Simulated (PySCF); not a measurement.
**Ionisation energy of As(2+) by level of theory**

As(2+) [Ar] 3d10 4s2 4p1 (2P) → As(3+) [Ar] 3d10 4s2 (1S), as a difference of total energies. Calculation: PySCF 2.14, in cc-pVTZ-PP with ECP10MDF (5s4p3d1f, 39 functions); a scalar-relativistic core potential. Correlated levels: valence: 3s2 3p6 3d10 frozen. The calculations carry no spin-orbit coupling.

| method | ionisation energy (eV) | difference from reference (eV) |
| --- | --- | --- |
| UHF | 27.475 | -0.874 |
| r2SCAN | 28.255 | -0.094 |
| M06-2X | 27.797 | -0.552 |
| MP2 (valence) | 27.734 | -0.615 |
| SCS-MP2 (valence) | 27.723 | -0.626 |
| CCSD (valence) | 27.815 | -0.534 |
| CCSD(T) (valence) | 27.834 | -0.515 |

Reference: 28.349 ± 0.012 eV (measured; NIST Atomic Spectra Database, ionization energies).

The reference lies between the lowest fine-structure levels, while these numbers refer to the centres of the terms.

Errors of the correlated levels include the incompleteness of this basis and the frozen core.
